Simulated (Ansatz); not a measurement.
Start from `N[SiH](F)[Si](N)(O)O` and change one atom or group to get `C=C[Si](N)(O)O`.

Ansatz, PBE0-D4/def2-TZVP geometries, multiplicity 1. Each molecule was computed in one conformer, which needn't be the lowest.

| property | `N[SiH](F)[Si](N)(O)O` |
| --- | --- |
| LUMO energy (PBE0/def2-TZVPP) / eV | 0.30 |
| HOMO–LUMO gap (B3LYP/def2-TZVPP) / eV | 7.06 |
| HOMO energy (ωB97M-V/def2-TZVPP) / eV | -9.37 |
| size of the dipole moment (ωB97M-V/def2-TZVPP) / D | 1.24 |
| LUMO energy (PBE/def2-TZVPP) / eV | -0.55 |
| HOMO–LUMO gap (PBE/def2-TZVPP) / eV | 5.31 |

Q: Give the same properties after the change, and the shifts. (Best estimate.)

A: Computed: 
```
                                          property  `C=C[Si](N)(O)O`  shift
                LUMO energy (PBE0/def2-TZVPP) / eV             -0.37  -0.67
             HOMO–LUMO gap (B3LYP/def2-TZVPP) / eV              6.75  -0.31
             HOMO energy (ωB97M-V/def2-TZVPP) / eV            -10.01  -0.64
size of the dipole moment (ωB97M-V/def2-TZVPP) / D              1.96   0.72
                 LUMO energy (PBE/def2-TZVPP) / eV             -1.39  -0.84
               HOMO–LUMO gap (PBE/def2-TZVPP) / eV              4.71  -0.60
```

With PBE0 the HOMO falls by 0.41 eV and the LUMO falls by 0.67 eV, so the gap narrows by about 0.26 eV. PBE moves the HOMO by -0.23 eV and ωB97M-V by -0.64 eV. Dipoles are sizes alone; their direction can turn.

B3LYP here is the variant with VWN-RPA as its local correlation; programs differ in this.
